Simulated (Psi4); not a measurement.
C4H12Si (SMILES C[Si](C)(C)C), singlet, at a GFN2-xTB geometry; M11/STO-3G (Psi4).

The Psi4 input:
```
memory 2 GB

molecule {
0 1
C    -0.41778104   -1.21418858   -1.41267705
Si    0.00000000    0.00000000   -0.00000000
C     0.00554135    1.78528707   -0.67614402
C    -1.31041007   -0.15385282    1.37971233
C     1.72264977   -0.41724567    0.70910873
H    -1.39396412   -1.00424407   -1.83950537
H    -0.42931030   -2.24160426   -1.06128465
H     0.30997764   -1.15221546   -2.21624356
H     0.24035806    2.50337027    0.10386249
H    -0.96211391    2.05565595   -1.08813490
H     0.74182785    1.90768456   -1.46487309
H    -2.30457514    0.07745214    1.00913662
H    -1.33992132   -1.15990805    1.78735734
H    -1.10210317    0.52516646    2.20113401
H     1.75423943   -1.42860695    1.10324445
H     2.49352738   -0.33921814   -0.05171446
H     1.99205759    0.25646756    1.51702112
}

set {
  basis sto-3g
}

energy('m11')
print_variables()
```

The log (banner, timings and long lists left out):

```
   => Loading Basis Set <=

    Name: STO-3G
    Role: ORBITAL
    Keyword: BASIS

         ---------------------------------------------------------
                                   SCF
               by Justin Turney, Rob Parrish, Andy Simmonett
                          and Daniel G. A. Smith
                              RKS Reference
         ---------------------------------------------------------

  ==> Geometry <==

    Molecular point group: c1
    Full point group: Td

    Geometry (in Angstrom), charge = 0, multiplicity = 1:

       Center              X                  Y                   Z               Mass
    ------------   -----------------  -----------------  -----------------  -----------------
         C           -0.417781041248    -1.214188580114    -1.412677048637    12.000000000000
         SI          -0.000000001248    -0.000000000114     0.000000001363    27.976926534650
         C            0.005541348752     1.785287069886    -0.676144018637    12.000000000000
         C           -1.310410071248    -0.153852820114     1.379712331363    12.000000000000
         C            1.722649768752    -0.417245670114     0.709108731363    12.000000000000
         H           -1.393964121248    -1.004244070114    -1.839505368637     1.007825032230
         H           -0.429310301248    -2.241604260114    -1.061284648637     1.007825032230
         H            0.309977638752    -1.152215460114    -2.216243558637     1.007825032230
         H            0.240358058752     2.503370269886     0.103862491363     1.007825032230
         H           -0.962113911248     2.055655949886    -1.088134898637     1.007825032230
         H            0.741827848752     1.907684559886    -1.464873088637     1.007825032230
         H           -2.304575141248     0.077452139886     1.009136621363     1.007825032230
         H           -1.339921321248    -1.159908050114     1.787357341363     1.007825032230
         H           -1.102103171248     0.525166459886     2.201134011363     1.007825032230
         H            1.754239428752    -1.428606950114     1.103244451363     1.007825032230
         H            2.493527378752    -0.339218140114    -0.051714458637     1.007825032230
         H            1.992057588752     0.256467559886     1.517021121363     1.007825032230

  Running in c1 symmetry.

  Rotational constants: A =      0.10052  B =      0.10052  C =      0.10052 [cm^-1]
[...]
   @DF-RKS iter   2:  -443.38604215085081   -1.02947e-02   9.74319e-04 DIIS/ADIIS
   @DF-RKS iter   3:  -443.38699339544905   -9.51245e-04   2.46371e-04 DIIS/ADIIS
   @DF-RKS iter   4:  -443.38708290758507   -8.95121e-05   4.75409e-05 DIIS
   @DF-RKS iter   5:  -443.38708547404138   -2.56646e-06   1.50489e-06 DIIS
   @DF-RKS iter   6:  -443.38708547829793   -4.25655e-09   1.33977e-07 DIIS
  Energy and wave function converged.

  ==> Post-Iterations <==

   Electrons on quadrature grid:
      Ntotal   =   49.9999744154 ; deviation = -2.558e-05

    Orbital Energies [Eh]
    ---------------------

    Doubly Occupied:

[...]
      25A     -0.336524

    Virtual:

[...]
      41A      0.637475

    Final Occupation by Irrep:
              A
    DOCC [    25 ]
    NA   [    25 ]
    NB   [    25 ]

  @DF-RKS Final Energy:  -443.38708547829793

   => Energetics <=

    Nuclear Repulsion Energy =            243.4010297913474687
    One-Electron Energy =               -1093.4838515471885785
    Two-Electron Energy =                 430.0445329811061015
    DFT Exchange-Correlation Energy =     -23.3487967035629325
    Empirical Dispersion Energy =           0.0000000000000000
    VV10 Nonlocal Energy =                  0.0000000000000000
    Total Energy =                       -443.3870854782979336

Computation Completed

Properties will be evaluated at   0.000000,   0.000000,   0.000000 [a0]

Properties computed using the SCF density matrix

 Multipole Moments:

 ------------------------------------------------------------------------------------
     Multipole            Electronic (a.u.)      Nuclear  (a.u.)        Total (a.u.)
 ------------------------------------------------------------------------------------

 L = 1.  Multiply by 2.5417464519 to convert [e a0] to [Debye]
 Dipole X            :         -0.0000037           -0.0000000           -0.0000037
 Dipole Y            :          0.0001046            0.0000000            0.0001046
 Dipole Z            :         -0.0000094            0.0000000           -0.0000094
 Magnitude           :                                                    0.0001051

 ------------------------------------------------------------------------------------

  Variable Map:
  ----------------------------------------------------------------------------
[...]
  Array Variable Map:
  ----------------------------------------------------------------------------
[...]
[...]
```
